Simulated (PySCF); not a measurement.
C2H7BO4S.
Numbering: `[CH3:1][S:2](=[O:3])(=[O:4])[CH2:5][B:6]([OH:7])[OH:8]` (hydrogens: H9, H10, H11 on C1; H12, H13 on C5; H14 on O7; H15 on O8)

A GFN2-xTB structure was refined with PySCF, PBE0-D3(BJ)/def2-SVP geometry optimisation, gas phase. Its GFN2-xTB values:

| coordinate | GFN2-xTB |
| --- | --- |
| C1–S2 | 1.813 Å |
| C1–H9 | 1.083 Å |
| S2=O3 | 1.436 Å |
| S2=O4 | 1.450 Å |
| S2–C5 | 1.803 Å |
| C5–B6 | 1.606 Å |
| C5–H12 | 1.084 Å |
| B6–O7 | 1.348 Å |
| B6–O8 | 1.342 Å |
| O7–H14 | 0.959 Å |
| O8–H15 | 0.972 Å |
| C1–S2–O3 | 108.5° |
| S2–C5–B6 | 110.0° |
| O3–S2–O4 | 116.8° |
| O3–S2–C5 | 110.4° |
| O4–S2–C5 | 108.2° |
| C5–B6–O7 | 117.7° |
| C5–B6–O8 | 121.7° |
| O7–B6–O8 | 120.6° |
| S2–C5–B6–O7 | -148° |

How do these coordinates change at the PBE0-D3(BJ)/def2-SVP level?

| coordinate | PBE0-D3(BJ)/def2-SVP (Å or °) | change |
| --- | --- | --- |
| C1–S2 | 1.782 | -0.031 |
| S2=O4 | 1.478 | +0.028 |
| S2–C5 | 1.779 | -0.024 |
| S2=O3 | 1.456 | +0.020 |
| C1–H9 | 1.098 | +0.015 |
| C5–H12 | 1.099 | +0.015 |
| O8–H15 | 0.981 | +0.009 |
| B6–O7 | 1.356 | +0.008 |
| C5–B6 | 1.600 | -0.006 |
| O7–H14 | 0.964 | +0.005 |
| B6–O8 | 1.347 | +0.005 |
| S2–C5–B6 | 113.1 | +3.1 |
| O3–S2–O4 | 119.2 | +2.4 |
| O4–S2–C5 | 106.5 | -1.7 |
| C5–B6–O7 | 116.7 | -1.0 |
| O7–B6–O8 | 121.3 | +0.7 |
| C5–B6–O8 | 122.0 | +0.3 |
| C1–S2–O3 | 108.2 | -0.3 |
| O3–S2–C5 | 110.5 | +0.1 |
| S2–C5–B6–O7 | -153 | -5 |

The energy falls by 2.8 kcal/mol over 6 energy and gradient evaluations, the largest force component goes from 0.0238 to 4.1e-04 Eh/bohr, and the atoms move by 0.071 Å rms after alignment. The bond that changes most is C1–S2 (S-methyl carbon to sulfonyl sulfur), which shortens by 0.031 Å. Bonds longer at the end by more than 0.005 Å: 10 of 14; shorter: 3. Rotational constants go from 3207, 1153, 1086 to 3218, 1142, 1066 MHz.

The run used 151 basis functions and 44 SCF cycles in all.

Not checked by PBE0-D3(BJ)/def2-SVP frequencies. One conformer, not necessarily the lowest.

The values belong to the conformer `[CH3:1][S:2](=[O:3])(=[O:4])[CH2:5][B:6]([OH:7])[OH:8]`: C1–S2–C5–B6 69°, S2–C5–B6–O7 -153°, H–O7–B6–C5 -178°, H–O8–B6–C5 1°.
